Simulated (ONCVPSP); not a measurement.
# Building the ONCV potential for neodymium (PBE, fully relativistic).

```
Element                 : Nd
Generator               : ONCVPSP 4.0.1
Type                    : optimised norm-conserving Vanderbilt (ONCV)
Functional              : PBE
Relativity              : fully relativistic
Frozen core             : [Kr] 4d10
Valence charge          : 14
Reference configuration : 4f4 5s2 5p6 6s1.5 (charge +0.5)
Partial waves           : 5s+6s: rc 2.40 bohr, ncon 4, nbas 9, qcut 5.6 1/bohr, 2 projectors; 5p: rc 2.75 bohr, ncon 4, nbas 8, qcut 5.6 1/bohr, 1 projector; d scattering state at 0.4 Ha: rc 2.15 bohr, ncon 4, nbas 7, qcut 4 1/bohr, 1 projector; 4f: rc 1.00 bohr, ncon 4, nbas 9, qcut 20.4 1/bohr, 2 projectors, debl 4 Ha
Local potential         : polynomial inside 0.80 bohr (lpopt 5, dvloc0 0 Ha)
Core correction         : Teter function, fcfact 1.5, rcfact 1.6
```

Open shells are filled in proportion to 2j + 1.

In the d channel the program set the typed energies aside and used 0.050 Ha (j = l + 1/2; the other j can differ).

All-electron outer shells of the reference configuration (PBE, scalar-relativistic, ld1.x):

| shell | level (eV) | outermost node (bohr) | outermost maximum (bohr) |
| --- | --- | --- | --- |
| 5s | -43.30 | 0.72 | 1.32 |
| 5p | -24.93 | 0.77 | 1.50 |
| 6s | -5.78 | 1.77 | 3.69 |
| 4f | -4.56 | – | 0.67 |

Calculated quality:

- Cutoffs needed: 149 Ha and 170 Ha (the cutoffs (Ha) at which the residual kinetic energy of the hardest occupied pseudo-wave falls to 1 and 0.1 mHa per electron)
- Ghost test: ghosts flagged at negative energy: s at -458.7 eV, p3/2 at -205.6 eV, d5/2 at -17.7 eV, p1/2 at -187.2 eV, d3/2 at -18.6 eV; GHOST(+) flagged for s at 109.3 eV; a true bound ghost makes a file unfit for plane-wave use
- Configuration tests: tests left out (the all-electron energies of this program are off by 10 to 40 meV for near-neutral 4f atoms)
- rms error of d²Exc/dni dnj: 10.73 mHa without and 7.22 mHa with the model core

Generation and tests took about 6.4 s on one core of a shared server CPU.
